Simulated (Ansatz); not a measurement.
Computed with Ansatz.

A structure relaxed at PBE0-D4/def2-TZVP, charge 0, multiplicity 1:

Cartesian coordinates in Å:
```
C 1.0740 -0.9765 0.5531
C -0.2875 -0.4376 0.1385
Si -0.1668 1.0032 -1.0619
Se -1.2117 0.1690 1.7704
H 1.6142 -1.3535 -0.3197
H 0.9811 -1.7991 1.2675
H 1.6874 -0.1981 1.0146
H -0.8912 -1.2416 -0.2878
H -1.5216 1.5362 -1.3625
H 0.4602 0.5512 -2.3380
H 0.6724 2.0718 -0.4627
H -2.4105 0.6750 1.0884
```

Task: Give its formula and SMILES.

Result: C2H8SeSi, `CC([SiH3])[SeH]`.

Task: Summarise the bond lengths by kind.

Result: 1 × C–C 1.522 Å; 4 × C–H 1.092 to 1.093 Å; 1 × C–Si 1.879 Å; 1 × C–Se 1.971 Å; 3 × H–Si 1.485 to 1.492 Å; 1 × H–Se 1.469 Å.
